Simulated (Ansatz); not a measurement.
Geometry optimisation, RKS PBE/def2-SVP (Ansatz).

The input (input.yaml):

```yaml
crystal:
  periodic: [false, false, false]
  atoms:
    - { symbol: "N", position_ang: [-1.4238, 1.2502, -0.2657] }
    - { symbol: C, position_ang: [-0.4247, 1.1648, 0.4459] }
    - { symbol: S, position_ang: [-0.1943, -0.3047, 1.4224] }
    - { symbol: Al, position_ang: [1.0889, -1.33, -0.2104] }
    - { symbol: H, position_ang: [-2.1845, 0.5462, -0.331] }
    - { symbol: H, position_ang: [0.3136, 1.9808, 0.4712] }
    - { symbol: H, position_ang: [2.625, -1.1508, -0.2895] }
    - { symbol: H, position_ang: [0.292, -2.2136, -1.2988] }
basis:
  gaussian: { orbitals: def2-SVP }
hamiltonian:
  xc: pbe
relax:
  f_tol: 0.015
  max_steps: 40
```

Run as:

```bash
$ ansatz run input.yaml --threads 1 --pin off --max-ram 2048MiB --backend cpu --events-out ev --progress --plain --runs-dir out
```

Q: Where does it end, and by what steps?

A: It converged. After 24 steps the energy has fallen by 0.781 eV; H8 moved furthest, 1.67 Å.

```tsv
step	energy less start (eV)	largest force component (eV/Å)	accepted
0	0.0000	2.870	yes
1	-0.2232	1.719	yes
2	-0.2315	2.411	yes
3	-0.1241	3.607	no
4	-0.3767	0.795	yes
5	-0.3983	0.452	yes
6	-0.4203	0.218	yes
7	-0.4500	0.318	yes
8	-0.4805	0.404	yes
9	-0.5218	0.384	yes
10	-0.5559	0.406	yes
11	-0.5997	0.505	yes
12	-0.6542	0.467	yes
13	-0.6829	0.655	yes
14	-0.7009	0.871	yes
15	-0.7355	0.244	yes
16	-0.7383	0.900	yes
17	-0.7520	0.537	yes
18	-0.7545	0.628	yes
19	-0.7736	0.245	yes
20	-0.7757	0.181	yes
21	-0.7806	0.032	yes
22	-0.7812	0.018	yes
23	-0.7813	0.018	yes
24	-0.7813	0.008	yes
```

```xyz
8
Properties=species:S:1:pos:R:3
N -1.425 1.957 0.284
C -0.551 1.050 0.118
S -0.862 -0.740 0.104
Al 1.162 -1.560 -0.239
H -2.374 1.562 0.419
H 0.512 1.334 -0.039
H 2.359 -0.515 -0.388
H 1.271 -3.146 -0.314
```

Whether the end is a true minimum wasn't checked by a vibrational analysis.

Run time: 59 s on 1 CPU thread of a shared host.
